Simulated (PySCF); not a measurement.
Species: para-fluorobenzonitrile, C₇H₄FN.
Structure used (PBE0-D3(BJ)/def2-SVP), in Å, numbered top down from 1:
```
atom  x, y, z in Å
N1     3.601   -0.702   -0.179
C2     2.471   -0.495   -0.028
C3     1.075   -0.238    0.159
C4     0.174   -1.306    0.282
C5    -1.181   -1.060    0.463
C6    -1.624    0.258    0.518
F7    -2.917    0.494    0.689
C8    -0.750    1.333    0.398
C9     0.604    1.083    0.218
H10    0.543   -2.332    0.236
H11   -1.902   -1.872    0.562
H12   -1.142    2.351    0.448
H13    1.308    1.912    0.121
```

Definitions: NICS(0) = −σiso at the ring centroid; NICS(1) = −σiso and NICS(1)zz = −σzz at ±1 Å along the ring normal z. Level: GIAO B97-2/pcSseg-1 (PySCF, non-relativistic, gas phase) on the PBE0-D3(BJ)/def2-SVP geometry, one conformer.

Ring bond lengths (Å): C3–C4 1.403, C4–C5 1.389, C5–C6 1.391, C6–C8 1.391, C8–C9 1.389, C9–C3 1.404.

**Question.** What do the NICS probes read (ppm)?

**Answer.** 
```csv
ring,type,NICS(0),"NICS(1), two faces","NICS(1)zz, two faces",rms pucker (Å),"centre to ring atoms, mean (Å)"
C3–C4–C5–C6–C8–C9,6-membered carbocycle; formal bonds all aromatic,-10.4,-11.2 / -11.2,-26.8 / -26.8,0.00,1.39
```

**Question.** What do they say, and how far can they be read as aromaticity?

**Answer.** 
- C3–C4–C5–C6–C8–C9: mean NICS(1)zz -26.8 ppm, shielded. For a flat ring without four-coordinate atoms the NICS criterion counts such a value as aromatic.

**Question.** How equal are the bonds by HOMA? HOMA = 1 − mean of α(R − Ropt)² over the ring bonds, with Krygowski's 1993 parameters (CC: Ropt 1.388 Å, α 257.7 Å⁻²).

**Answer.** 
- C3–C4–C5–C6–C8–C9: HOMA 0.98 = 1 − EN − GEO, with mean bond length 1.394 Å, EN = α(Ropt − mean)² = 0.011 and GEO = α × variance = 0.011. The geometric and the magnetic index point the same way.

**Question.** What field does 14.1 T along the ring normal induce along that normal at the first NICS(1) probe listed for ring C3–C4–C5–C6–C8–C9, 1 Å off the ring?

**Answer.** NICSzz × B0 = -26.8 ppm × 14.1 T = -378 μT, against the applied field.

**Question.** How shielded are the nuclei of the rings and their hydrogens (means over atoms taken as equivalent)?

**Answer.** 
| atoms | environment | σ isotropic (ppm) |
| --- | --- | --- |
| C3 | substituted aromatic carbon | 73.1 |
| C4 (×2) | aromatic CH carbon | 45.1 |
| C5 (×2) | aromatic CH carbon | 65.0 |
| C6 | aromatic C–F carbon | 14.8 |
| H10 (×2) | aromatic hydrogen | 23.68 |
| H11 (×2) | aromatic hydrogen | 24.22 |

**Question.** How do the values depend on the level or the medium?

**Answer.** 
| level | NICS(0), C3–C4–C5–C6–C8–C9 | mean NICS(1)zz, C3–C4–C5–C6–C8–C9 |
| --- | --- | --- |
| B97-2/pcSseg-1, gas | -10.4 | -26.8 |
| PBE0/pcSseg-1, gas | -10.4 | -26.9 |
| PBE0/pcSseg-1, IEF-PCM chloroform | -10.3 | -26.9 |
| PBE0/pcSseg-1, IEF-PCM dimethylsulfoxide | -10.3 | -26.9 |
| PBE0/pcSseg-1, IEF-PCM methanol | -10.3 | -26.9 |
| WP04/pcSseg-1, IEF-PCM chloroform | -10.5 | -26.0 |
| wB97X-D/pcSseg-1, IEF-PCM chloroform | -10.3 | -27.2 |

The geometry is the same throughout; the continuum's cavity takes Bondi-type radii × 1.2.
